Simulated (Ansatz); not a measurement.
Ge19AsH36⁻, relaxed as a singlet with RKS PBE-D4/def2-SVP in Ansatz, starting from a model built from a lattice or polyhedron. Force threshold 0.03 eV/Å.

Single mean-field runs in def2-SVP are fitted with def2-universal-jkfit.

Start:

```xyz
56

Ge    2.236   -0.269    4.110
Ge    3.977    2.059    1.388
As    2.075   -1.268    0.249
Ge    0.343   -3.596    2.983
Ge   -1.210   -0.032    2.134
Ge   -3.123   -3.355    0.991
Ge    3.824    1.069   -2.496
Ge    0.498    2.320   -0.600
Ge    0.389    1.311   -4.457
Ge   -1.387   -1.018   -1.735
Ge   -4.677    0.243    0.117
Ge   -2.970    2.584   -2.614
Ge    1.756   -2.577    4.732
Ge    5.221    2.092   -0.769
Ge    3.480   -0.242    1.982
Ge   -1.735   -2.341    2.741
Ge   -5.219   -2.084    0.762
Ge    1.730    2.326   -2.733
Ge   -1.725    2.613   -4.727
Ge   -3.449    0.255   -1.983
H     3.108    0.349    5.185
H     0.962    0.502    3.974
H     4.838    2.678    2.435
H     2.676    2.846    1.217
H     1.752   -2.708    0.635
H     2.843   -1.260   -1.104
H     0.029   -5.029    3.372
H     1.127   -3.593    1.648
H    -0.369    0.605    3.197
H    -2.517    0.768    1.988
H    -3.449   -4.788    1.373
H    -2.371   -3.375   -0.331
H     3.501   -0.381   -2.132
H     4.576    1.105   -3.823
H     1.364    2.959    0.481
H    -0.758    3.093   -0.779
H     0.024   -0.110   -4.131
H     1.104    1.349   -5.800
H    -1.705   -2.461   -1.365
H    -0.621   -0.985   -3.064
H    -3.802    0.848    1.189
H    -6.011    0.992   -0.008
H    -2.090    3.176   -1.502
H    -4.236    3.357   -2.731
H     3.022   -3.378    4.878
H     0.988   -2.616    6.049
H     6.513    1.298   -0.625
H     5.518    3.538   -1.161
H     4.763   -1.030    2.121
H    -2.492   -2.364    4.052
H    -5.950   -2.106    2.065
H    -6.059   -2.704   -0.294
H     2.067    3.742   -3.125
H    -1.422    4.018   -5.104
H    -2.595    1.960   -5.790
H    -4.358   -0.385   -3.063
```

```json
{"step": "1", "energy (eV)": "-1134964.5002", "largest force component (eV/Å)": "1.884", "SCF passes": "47"}
{"step": "2", "energy (eV)": "-1134966.4305", "largest force component (eV/Å)": "0.935", "SCF passes": "29"}
{"step": "3", "energy (eV)": "-1134967.3913", "largest force component (eV/Å)": "0.662", "SCF passes": "30"}
{"step": "4", "energy (eV)": "-1134968.0592", "largest force component (eV/Å)": "0.441", "SCF passes": "24"}
{"step": "5", "energy (eV)": "-1134968.5919", "largest force component (eV/Å)": "0.514", "SCF passes": "24"}
{"step": "6", "energy (eV)": "-1134969.0388", "largest force component (eV/Å)": "0.507", "SCF passes": "23"}
{"step": "7", "energy (eV)": "-1134969.4546", "largest force component (eV/Å)": "0.471", "SCF passes": "22"}
{"step": "8", "energy (eV)": "-1134969.7563", "largest force component (eV/Å)": "0.410", "SCF passes": "21"}
{"step": "9", "energy (eV)": "-1134969.9706", "largest force component (eV/Å)": "0.261", "SCF passes": "21"}
{"step": "10", "energy (eV)": "-1134970.1399", "largest force component (eV/Å)": "0.246", "SCF passes": "20"}
{"step": "11", "energy (eV)": "-1134970.2754", "largest force component (eV/Å)": "0.265", "SCF passes": "21"}
{"step": "13", "energy (eV)": "-1134970.3840", "largest force component (eV/Å)": "0.090", "SCF passes": "19"}
{"step": "15", "energy (eV)": "-1134970.4148", "largest force component (eV/Å)": "0.089", "SCF passes": "19"}
{"step": "17", "energy (eV)": "-1134970.4332", "largest force component (eV/Å)": "0.109", "SCF passes": "19"}
{"step": "19", "energy (eV)": "-1134970.4412", "largest force component (eV/Å)": "0.055", "SCF passes": "19"}
{"step": "21", "energy (eV)": "-1134970.4470", "largest force component (eV/Å)": "0.068", "SCF passes": "19"}
{"step": "23", "energy (eV)": "-1134970.4515", "largest force component (eV/Å)": "0.042", "SCF passes": "19"}
{"step": "25 (rejected)", "energy (eV)": "-1134970.4430", "largest force component (eV/Å)": "0.181", "SCF passes": "20"}
{"step": "27 (rejected)", "energy (eV)": "-1134970.4351", "largest force component (eV/Å)": "0.147", "SCF passes": "19"}
{"step": "29", "energy (eV)": "-1134970.4653", "largest force component (eV/Å)": "0.057", "SCF passes": "19"}
{"step": "31", "energy (eV)": "-1134970.4701", "largest force component (eV/Å)": "0.072", "SCF passes": "19"}
{"step": "33 (rejected)", "energy (eV)": "-1134970.4691", "largest force component (eV/Å)": "0.130", "SCF passes": "20"}
{"step": "35", "energy (eV)": "-1134970.4754", "largest force component (eV/Å)": "0.054", "SCF passes": "19"}
{"step": "37", "energy (eV)": "-1134970.4769", "largest force component (eV/Å)": "0.036", "SCF passes": "21"}
{"step": "39", "energy (eV)": "-1134970.4787", "largest force component (eV/Å)": "0.024", "SCF passes": "20"}
```

Force components are those of the run's own axes.

End:

```xyz
56

Ge    2.418   -0.288    3.842
Ge    4.499    1.947    1.191
As    2.830   -1.475   -0.037
Ge   -0.092   -3.316    2.844
Ge   -1.852    0.447    2.136
Ge   -3.549   -3.276    1.452
Ge    3.847    1.379   -2.761
Ge    0.200    1.386   -0.379
Ge    0.505    1.761   -4.481
Ge   -0.963   -0.590   -1.173
Ge   -5.104    0.073   -0.260
Ge   -3.185    2.328   -2.747
Ge    1.655   -2.548    4.381
Ge    5.488    1.978   -1.043
Ge    3.873   -0.317    1.877
Ge   -2.114   -1.917    2.921
Ge   -5.581   -2.075    0.809
Ge    1.580    2.205   -2.315
Ge   -1.772    2.624   -4.721
Ge   -3.235    0.052   -1.837
H     3.279    0.308    5.002
H     1.221    0.665    3.588
H     5.515    2.524    2.227
H     3.260    2.887    1.197
H     2.976   -2.842    0.663
H     4.203   -1.641   -0.724
H    -0.325   -4.826    3.195
H     0.567   -3.322    1.427
H    -1.032    0.851    3.456
H    -3.287    0.840    2.741
H    -4.003   -4.648    2.056
H    -2.854   -3.630    0.098
H     3.851   -0.169   -2.932
H     4.369    1.962   -4.116
H     1.155    1.188    0.827
H    -0.732    2.601   -0.135
H     0.466    0.226   -4.735
H     1.357    2.372   -5.641
H    -0.912   -1.790   -0.197
H    -0.282   -1.054   -2.513
H    -4.885    1.192    0.790
H    -6.344    0.491   -1.121
H    -2.709    3.330   -1.655
H    -4.635    2.761   -3.140
H     2.923   -3.464    4.383
H     1.132   -2.543    5.853
H     6.715    1.015   -1.069
H     6.043    3.406   -1.344
H     5.205   -1.050    2.247
H    -2.681   -2.292    4.346
H    -6.495   -1.805    2.046
H    -6.456   -2.897   -0.195
H     1.752    3.764   -2.272
H    -1.691    4.144   -5.075
H    -2.462    1.934   -5.940
H    -3.654   -0.862   -3.039
```

Bonds formed: Ge8–Ge10 (atoms count from 1).

The force fell under the threshold at step 38, but the optimiser went on. No frequencies were taken in this run, so the end may be a saddle point.

Hardware: 11 threads of AMD EPYC 7R13 on a shared host and a whole NVIDIA H100 80GB HBM3. Wall time 2.7 min.
